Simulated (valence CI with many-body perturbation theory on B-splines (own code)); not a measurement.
**Level structure of Ce52+**

Method: configuration interaction combined with many-body perturbation theory (CI+MBPT): four valence electrons over a frozen Dirac-Fock core [He], radial functions for each j: 11 s, 11 p, 10 d, 8 f, 5 g, 2 h, with the one-electron correlation potential Σ1, the two-electron term Σ2, the three-electron term Σ3, Breit, model QED; selected CI, second order for the rest, scaled by the run's own slope (own B-spline code, finite nucleus).

No measured spectrum was set against this ion. As an estimate, large intervals hold to a few tenths of a per cent, small ones and those within an open d or f shell to about a per cent. Among the levels kept, up to 880 cm⁻¹ of a level comes from second order outside the variational space, and about a tenth of that is noise between levels of different J, which matters for small intervals.

Levels 181 to 208 of 208, with energies above the lowest level, (2s^2 2p1/2^2) J=0. "Leading %" is the weight of the configuration and term that name the level; weights of strongly mixed levels are sums over their largest components and can fall short, so below about 35 % the name and the second component can differ from the true leading terms, or belong to a minority configuration. In the jj column 3d3/2^4 stands for four electrons in 3d with j = 3/2. Lifetimes count E1, E2, E3, M1 and M2 decay at the calculated energies, and are blank where another channel may lead or the interval is too uncertain; long ones can be off by a factor of two.

| No. | Configuration | Term | J | E (Ry) | Leading % | g | Lifetime | Leading jj |
| --- | --- | --- | --- | --- | --- | --- | --- | --- |
| 181 | 2s 2p2 3d | 3D | 1 | 545.95 | 41 | 0.650 | 6.67 fs | 2s 2p3/2^2 3d3/2 (55 %) |
| 182 | 2s 2p2 3d | 3F | 4 | 546.89 | 65 | 1.182 | 146 fs | 2s 2p3/2^2 3d5/2 (97 %) |
| 183 | 2s 2p2 3d | 3D | 3 | 547.07 | 78 | 1.284 | 46.8 fs | 2s 2p3/2^2 3d5/2 (98 %) |
| 184 | 2s 2p2 3d | 3D | 3 | 547.46 | 47 | 1.224 | 1.46 fs | 2s 2p3/2^2 3d5/2 (97 %) |
| 185 | 2p3 3p | 3P | 0 | 547.78 | 64 |  | 4.78 fs | 2p1/2 2p3/2^2 3p1/2 (96 %) |
| 186 | 2s 2p2 3d | 1D | 2 | 547.94 | 52 | 1.066 | 11.2 fs | 2s 2p3/2^2 3d5/2 (95 %) |
| 187 | 2s 2p2 3d | 3P | 1 | 548.16 | 39 | 1.193 | 1.49 fs | 2s 2p3/2^2 3d5/2 (94 %) |
| 188 | 2s 2p2 3d | 1D | 2 | 549.09 | 41 | 1.124 | 963 as | 2s 2p3/2^2 3d5/2 (92 %) |
| 189 | 2p3 3p | 5P | 3 | 550.88 | 54 | 1.384 | 6.62 fs | 2p1/2 2p3/2^2 3p3/2 (99 %) |
| 190 | 2p3 3p | 3P | 2 | 551.03 | 38 | 1.418 | 5.87 fs | 2p1/2 2p3/2^2 3p3/2 (98 %) |
| 191 | 2p3 3p | 3P | 0 | 551.10 | 99 |  | 5.75 fs | 2p1/2 2p3/2^2 3p3/2 (97 %) |
| 192 | 2p3 3p | 1P | 1 | 552.08 | 46 | 0.990 | 5.83 fs | 2p1/2 2p3/2^2 3p3/2 (98 %) |
| 193 | 2p3 3p | 3D | 3 | 552.44 | 68 | 1.212 | 6.61 fs | 2p1/2 2p3/2^2 3p3/2 (99 %) |
| 194 | 2p3 3p | 3F | 4 | 552.51 | 98 | 1.232 | 6.92 fs | 2p1/2 2p3/2^2 3p3/2 (98 %) |
| 195 | 2p3 3p | 3P | 1 | 554.12 | 76 | 1.439 | 6.18 fs | 2p1/2 2p3/2^2 3p3/2 (99 %) |
| 196 | 2p3 3p | 1D | 2 | 554.99 | 51 | 1.149 | 6.52 fs | 2p1/2 2p3/2^2 3p3/2 (99 %) |
| 197 | 2p3 3d | 5D° | 1 | 555.43 | 45 | 1.016 | 13.5 fs | 2p1/2 2p3/2^2 3d3/2 (99 %) |
| 198 | 2p3 3d | 3F° | 2 | 555.53 | 40 | 1.073 | 16.0 fs | 2p1/2 2p3/2^2 3d3/2 (98 %) |
| 199 | 2p3 3d | 5D° | 0 | 555.60 | 53 |  | 8.96 fs | 2p1/2 2p3/2^2 3d3/2 (98 %) |
| 200 | 2p3 3d | 3G° | 3 | 555.95 | 38 | 1.088 | 8.59 fs | 2p1/2 2p3/2^2 3d3/2 (97 %) |
| 201 | 2p3 3p | 3P | 1 | 556.13 | 49 | 1.489 | 6.16 fs | 2p1/2 2p3/2^2 3p3/2 (99 %) |
| 202 | 2p3 3p | 3D | 2 | 556.33 | 46 | 1.144 | 6.15 fs | 2p1/2 2p3/2^2 3p3/2 (98 %) |
| 203 | 2p3 3d | 3G° | 4 | 556.94 | 54 | 1.040 | 285 fs | 2p1/2 2p3/2^2 3d3/2 (99 %) |
| 204 | 2p3 3d | 3F° | 3 | 557.91 | 42 | 1.144 | 1.70 fs | 2p1/2 2p3/2^2 3d3/2 (96 %) |
| 205 | 2p3 3d | 3P° | 2 | 557.98 | 37 | 1.223 | 1.74 fs | 2p1/2 2p3/2^2 3d3/2 (93 %) |
| 206 | 2p3 3d | 5D° | 4 | 557.99 | 54 | 1.284 | 271 fs | 2p1/2 2p3/2^2 3d5/2 (99 %) |
| 207 | 2p3 3d | 3D° | 3 | 558.13 | 54 | 1.307 | 38.2 fs | 2p1/2 2p3/2^2 3d5/2 (98 %) |
| 208 | 2p3 3d | 3S° | 1 | 558.33 | 29 | 1.272 | 1.75 fs | 2p1/2 2p3/2^2 3d3/2 (84 %) |
